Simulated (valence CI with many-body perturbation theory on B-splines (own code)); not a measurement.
## Level structure of Os⁶¹⁺

Computed by valence CI with perturbative core correlation (CI+MBPT): five valence electrons over a frozen Dirac-Fock core [Ne], a basis of 11 s, 11 p, 10 d, 8 f, 5 g, 2 h functions for each j, with the one-electron correlation potential Σ1 (screened to all orders), the two-electron term Σ2, the three-electron term Σ3, Breit, model QED; selected single and double excitations, second order for the rest, scaled by the run's own slope (own B-spline code, finite nucleus).

No measured spectrum was set against this ion. As an estimate, large intervals hold to a few tenths of a per cent, small ones and those within an open d or f shell to about a per cent. Among the levels kept, up to 3100 cm⁻¹ of a level comes from second order outside the variational space, and about a tenth of that is noise between levels of different J, which matters for small intervals.

Levels 1 to 45 of 172, with energies above the lowest level, (3s^2 3p1/2^2 3p3/2) J=3/2. "Leading %" is the weight of the configuration and term that name the level; weights of strongly mixed levels are sums over their largest components and can fall short, so below about 35 % the name and the second component can differ from the true leading terms, or belong to a minority configuration. In the jj column 3d3/2^4 stands for four electrons in 3d with j = 3/2. Lifetimes count E1, E2, E3, M1 and M2 decay at the calculated energies, and are blank where another channel may lead or the interval is too uncertain; long ones can be off by a factor of two.

```csv
No.,Configuration,Term,J,E (eV),Leading %,Lifetime,g,Second component,Leading jj
1,3s²3p³,²P°,3/2,0.00,48,,1.338,27 % 3s²3p³ ²D°,3s^2 3p1/2^2 3p3/2 (99 %)
2,3s²3p²3d,²D,3/2,237.69,41,73.9 ps,0.777,34 % 3s²3p²3d ⁴F,3s^2 3p1/2^2 3d3/2 (99 %)
3,3s²3p²3d,²D,5/2,343.52,34,3.65 ps,1.193,20 % 3s²3p²3d ⁴D,3s^2 3p1/2^2 3d5/2 (98 %)
4,3s²3p³,⁴S°,3/2,389.46,55,1.76 ns,1.452,44 % 3s²3p³ ²D°,3s^2 3p1/2 3p3/2^2 (99 %)
5,3s²3p³,²D°,5/2,401.59,99,4.47 ns,1.185,,3s^2 3p1/2 3p3/2^2 (99 %)
6,3s²3p³,²P°,1/2,417.52,99,2.99 ns,0.646,,3s^2 3p1/2 3p3/2^2 (99 %)
7,3s3p⁴,⁴P,5/2,571.54,66,2.33 ps,1.455,27 % 3s3p⁴ ²D,3s 3p1/2^2 3p3/2^2 (93 %)
8,3s3p⁴,²P,3/2,601.96,33,916 fs,1.145,24 % 3s3p⁴ ²D,3s 3p1/2^2 3p3/2^2 (66 %)
9,3s3p⁴,²S,1/2,604.33,54,1.18 ps,2.029,23 % 3s3p⁴ ⁴P,3s 3p1/2^2 3p3/2^2 (84 %)
10,3s²3p²3d,⁴F,5/2,624.37,47,105 ps,0.955,45 % 3s²3p²3d ²F,3s^2 3p1/2 3p3/2 3d3/2 (98 %)
11,3s²3p²3d,⁴D,1/2,627.85,80,81.0 ps,0.217,14 % 3s²3p²3d ²P,3s^2 3p1/2 3p3/2 3d3/2 (99 %)
12,3s²3p²3d,⁴F,3/2,628.21,32,2.81 ps,0.901,28 % 3s²3p²3d ⁴D,3s^2 3p1/2 3p3/2 3d3/2 (91 %)
13,3s²3p²3d,²G,7/2,637.08,53,673 ps,1.017,26 % 3s²3p²3d ²F,3s^2 3p1/2 3p3/2 3d3/2 (98 %)
14,3s²3p²3d,²D,5/2,667.95,36,260 fs,1.152,24 % 3s²3p²3d ²F,3s^2 3p1/2 3p3/2 3d3/2 (94 %)
15,3s²3p²3d,²P,1/2,678.83,38,193 fs,1.660,30 % 3s²3p²3d ⁴P,3s^2 3p1/2 3p3/2 3d3/2 (87 %)
16,3s²3p²3d,²D,3/2,679.79,26,135 fs,1.213,22 % 3s²3p²3d ⁴P,3s^2 3p1/2 3p3/2 3d3/2 (76 %)
17,3s²3p²3d,⁴D,7/2,716.67,47,673 ps,1.301,37 % 3s²3p²3d ⁴F,3s^2 3p1/2 3p3/2 3d5/2 (100 %)
18,3s²3p²3d,²P,3/2,729.90,46,4.18 ps,1.328,23 % 3s²3p²3d ⁴P,3s^2 3p1/2 3p3/2 3d5/2 (97 %)
19,3s²3p²3d,²G,9/2,730.00,63,95.0 ns,1.179,37 % 3s²3p²3d ⁴F,3s^2 3p1/2 3p3/2 3d5/2 (99 %)
20,3s²3p²3d,²F,5/2,733.49,38,5.04 ps,1.114,24 % 3s²3p²3d ²D,3s^2 3p1/2 3p3/2 3d5/2 (98 %)
21,3s²3p²3d,²D,5/2,753.86,41,1.24 ps,1.278,36 % 3s²3p²3d ⁴P,3s^2 3p1/2 3p3/2 3d5/2 (95 %)
22,3s²3p²3d,²F,7/2,755.50,63,1.84 ps,1.124,17 % 3s²3p²3d ⁴F,3s^2 3p1/2 3p3/2 3d5/2 (97 %)
23,3s²3p²3d,²D,3/2,764.47,60,2.42 ps,0.931,22 % 3s²3p²3d ²P,3s^2 3p1/2 3p3/2 3d5/2 (98 %)
24,3s²3p²3d,²P,1/2,768.41,55,1.72 ps,1.223,36 % 3s²3p²3d ²S,3s^2 3p1/2 3p3/2 3d5/2 (96 %)
25,3s3p³3d,⁴D°,5/2,804.94,29,21.3 ps,1.253,18 % 3s3p³3d ⁶D°,3s 3p1/2^2 3p3/2 3d3/2 (96 %)
26,3s3p³3d,⁴D°,3/2,807.03,24,9.92 ps,1.259,21 % 3s3p³3d ⁶D°,3s 3p1/2^2 3p3/2 3d3/2 (91 %)
27,3s²3p³,²P°,3/2,808.88,48,50.4 ps,1.288,26 % 3s²3p³ ²D°,3s^2 3p3/2^3 (92 %)
28,3s3p³3d,⁴P°,1/2,809.53,46,21.5 ps,2.352,28 % 3s3p³3d ⁶D°,3s 3p1/2^2 3p3/2 3d3/2 (97 %)
29,3s3p³3d,⁴F°,7/2,816.10,23,20.0 ps,1.238,17 % 3s3p³3d ²F°,3s 3p1/2^2 3p3/2 3d3/2 (94 %)
30,3s3p³3d,²D°,3/2,835.08,28,1.22 ps,1.007,11 % 3s3p³3d ⁴F°,3s 3p1/2^2 3p3/2 3d3/2 (83 %)
31,3s3p³3d,²F°,5/2,845.93,21,707 fs,0.869,19 % 3s3p³3d ⁴G°,3s 3p1/2^2 3p3/2 3d3/2 (76 %)
32,3s3p³3d,⁴D°,1/2,850.72,42,590 fs,0.553,25 % 3s3p³3d ²P°,3s 3p1/2^2 3p3/2 3d3/2 (87 %)
33,3s²3p3d²,⁴G°,5/2,877.04,40,389 fs,0.788,27 % 3s²3p3d² ²F°,3s^2 3p1/2 3d3/2^2 (76 %)
34,3s3p³3d,⁴F°,9/2,897.59,49,24.5 ps,1.341,29 % 3s3p³3d ⁶D°,3s 3p1/2^2 3p3/2 3d5/2 (98 %)
35,3s3p³3d,⁴D°,5/2,915.11,30,2.03 ps,1.371,20 % 3s3p³3d ⁴P°,3s 3p1/2^2 3p3/2 3d5/2 (96 %)
36,3s²3p3d²,²P°,1/2,920.80,39,205 fs,0.633,35 % 3s²3p3d² ⁴D°,3s^2 3p1/2 3d3/2^2 (86 %)
37,3s²3p3d²,²D°,3/2,921.67,23,243 fs,0.944,15 % 3s²3p3d² ⁴F°,3s^2 3p1/2 3d3/2^2 (52 %)
38,3s3p³3d,⁴D°,7/2,922.71,31,2.50 ps,1.262,22 % 3s3p³3d ²F°,3s 3p1/2^2 3p3/2 3d5/2 (91 %)
39,3s²3p3d²,⁴F°,3/2,928.79,16,240 fs,0.965,14 % 3s²3p3d² ²D°,3s 3p1/2^2 3p3/2 3d5/2 (49 %)
40,3s3p³3d,²F°,7/2,940.25,28,676 fs,1.176,16 % 3s3p³3d ⁴D°,3s 3p1/2^2 3p3/2 3d5/2 (88 %)
41,3s3p³3d,²P°,1/2,949.77,47,2.40 ps,0.676,33 % 3s3p³3d ⁴D°,3s 3p1/2^2 3p3/2 3d5/2 (96 %)
42,3s3p³3d,²F°,5/2,954.74,20,814 fs,1.095,17 % 3s3p³3d ²D°,3s 3p1/2^2 3p3/2 3d5/2 (79 %)
43,3s3p³3d,²P°,3/2,956.94,26,719 fs,1.353,18 % 3s3p³3d ⁴D°,3s 3p1/2^2 3p3/2 3d5/2 (84 %)
44,3s²3p3d²,⁴G°,7/2,971.09,54,2.40 ps,1.015,14 % 3s²3p3d² ²G°,3s^2 3p1/2 3d3/2 3d5/2 (96 %)
45,3s3p⁴,⁴P,3/2,971.67,70,708 fs,1.497,16 % 3s3p⁴ ²D,3s 3p1/2 3p3/2^3 (87 %)
```

Where two levels of one J and parity lie close, their mixing, g and order are uncertain.

The ionisation energy to 3s²3p² ³P0 of the next ion comes out as 6505.6 eV (NIST: 6503 ± 12 eV (theoretical)). All 172 levels together are meant to be complete up to 1486.87 eV.
